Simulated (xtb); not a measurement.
C2H9AsIn, doublet, from a rough starting geometry (GFN-xTB shapes and energies of metal compounds can be far from the true ones) (the spin is typed, not shown lowest); GFN2-xTB (xtb).

Input for xtb:
```
$ xtb mol.xyz --gfn 2 --uhf 1 --opt vtight --json

# file mol.xyz
13

In     0.60563170     0.17187997     0.72402657
C      1.77039078     1.76157111    -0.67809038
H      2.80788333     1.57772715    -0.80748299
H      1.59746003     2.78166054    -0.20578025
H      1.31758130     1.69167134    -1.68052144
C     -1.41237582     0.73829327     1.56862949
H     -2.11780471    -0.09338948     1.56706181
H     -1.87565808     1.55758348     1.00684907
H     -1.36801399     1.07535539     2.60829535
As    -0.77162372    -2.24862866    -0.94531211
H     -0.19323258    -3.19644843     0.19360948
H      0.60095758    -2.32982320    -1.63975754
H     -1.13808689    -3.52941386    -1.71962996
```

Problem. What does xtb print? Leave out banner, timings and long lists.

Solution. 
```
   ID    Z sym.   atoms
    1   49 In     1
    2    6 C      2, 6
    3    1 H      3-5, 7-9, 11-13
    4   33 As     10

           -------------------------------------------------
          |                Calculation Setup                |
           -------------------------------------------------

molecular fragmentation (1/2 indicates fragments):
1111111112222
# atoms in fragment 1/2:     9     4
 fragment masses (1/2) :      144.89       77.95
CMA distance (Bohr)    :   6.379
constraining FC (au)   :  0.0500

           -------------------------------------------------
          |                 G F N 2 - x T B                 |
           -------------------------------------------------

          ...................................................
          :                      SETUP                      :
          :.................................................:
          :  # basis functions                  37          :
          :  # atomic orbitals                  35          :
          :  # shells                           19          :
          :  # electrons                        25          :
          :  max. iterations                   250          :
          :  Hamiltonian                  GFN2-xTB          :
          :  restarted?                      false          :
          :  GBSA solvation                  false          :
          :  PC potential                    false          :
          :  electronic temp.          300.0000000     K    :
          :  accuracy                    1.0000000          :
          :  -> integral cutoff          0.2500000E+02      :
          :  -> integral neglect         0.1000000E-07      :
          :  -> SCF convergence          0.1000000E-05 Eh   :
          :  -> wf. convergence          0.1000000E-03 e    :
          :  Broyden damping             0.4000000          :
          :  net charge                          0          :
          :  unpaired electrons                  1          :
          ...................................................

 iter      E             dE          RMSdq      gap      omega  full diag
   1    -12.4319730 -0.124320E+02  0.111E+01    2.47       0.0  T
   2    -12.4726092 -0.406362E-01  0.420E+00    3.06       1.0  T
   3    -12.4645145  0.809468E-02  0.313E+00    2.71       1.0  T
   4    -12.4521025  0.124120E-01  0.223E+00    2.78       1.0  T
   5    -12.4767562 -0.246536E-01  0.611E-01    2.81       1.0  T
[...]
 * total energy  :   -12.3723633 Eh     change       -0.5818560E-06 Eh
 * total energy  :   -12.3723640 Eh     change       -0.7099917E-06 Eh
 * total energy  :   -12.3723654 Eh     change       -0.1374140E-05 Eh
 * total energy  :   -12.3723671 Eh     change       -0.1699113E-05 Eh
 * total energy  :   -12.3723685 Eh     change       -0.1376674E-05 Eh
 * total energy  :   -12.3723692 Eh     change       -0.7429298E-06 Eh
 * total energy  :   -12.3723696 Eh     change       -0.3754347E-06 Eh
 * total energy  :   -12.3723699 Eh     change       -0.3612660E-06 Eh
 * total energy  :   -12.3723704 Eh     change       -0.4316055E-06 Eh
 * total energy  :   -12.3723708 Eh     change       -0.4055438E-06 Eh
 * total energy  :   -12.3723710 Eh     change       -0.2425196E-06 Eh
 * total energy  :   -12.3723711 Eh     change       -0.8168974E-07 Eh
   *** GEOMETRY OPTIMIZATION CONVERGED AFTER 62 ITERATIONS ***
         :: total energy             -12.372371092182 Eh    ::
[...]
    12   1 H        0.972    -0.025     3.528     2.935
    13   1 H        0.971    -0.010     3.230     2.809

 Mol. C6AA /au·bohr⁶  :       3389.302271
 Mol. C8AA /au·bohr⁸  :     212025.825923
 Mol. α(0) /au        :        106.276864

Wiberg/Mayer (AO) data.
largest (>0.10) Wiberg bond orders for each atom

 ---------------------------------------------------------------------------
     #   Z sym  total        # sym  WBO       # sym  WBO       # sym  WBO
 ---------------------------------------------------------------------------
     1  49 In   1.872 --     6 C    0.698     2 C    0.698    10 As   0.152
     2   6 C    3.808 --     3 H    0.954     4 H    0.953     5 H    0.947
                             1 In   0.698     6 C    0.228
     3   1 H    0.998 --     2 C    0.954
     4   1 H    0.999 --     2 C    0.953
     5   1 H    0.999 --     2 C    0.947
     6   6 C    3.808 --     9 H    0.954     8 H    0.952     7 H    0.947
                             1 In   0.698     2 C    0.228
     7   1 H    0.999 --     6 C    0.947
     8   1 H    0.999 --     6 C    0.952
     9   1 H    0.998 --     6 C    0.954
    10  33 As   3.108 --    12 H    0.972    11 H    0.971    13 H    0.953
                             1 In   0.152
    11   1 H    0.999 --    10 As   0.971
    12   1 H    0.999 --    10 As   0.972
    13   1 H    0.995 --    10 As   0.953
 ---------------------------------------------------------------------------

Topologies differ in total number of bonds
Writing topology from bond orders to xtbtopo.mol

molecular dipole:
                 x           y           z       tot (Debye)
 q only:        0.117      -0.382       0.061
   full:        0.196      -0.428       0.087       1.218
molecular quadrupole (traceless):
                xx          xy          yy          xz          yz          zz
 q only:       -0.656      -0.171      -0.439       2.795       0.577       1.095
  q+dip:       -0.441      -0.753       0.567       0.701      -0.129      -0.126
   full:       -1.531      -0.663       1.120       2.499       0.763       0.412

optimized geometry written to: xtbopt.xyz

           -------------------------------------------------
          | TOTAL ENERGY              -12.372371092182 Eh   |
          | GRADIENT NORM               0.000074572683 Eh/α |
          | HOMO-LUMO GAP               2.888561505849 eV   |
           -------------------------------------------------
```
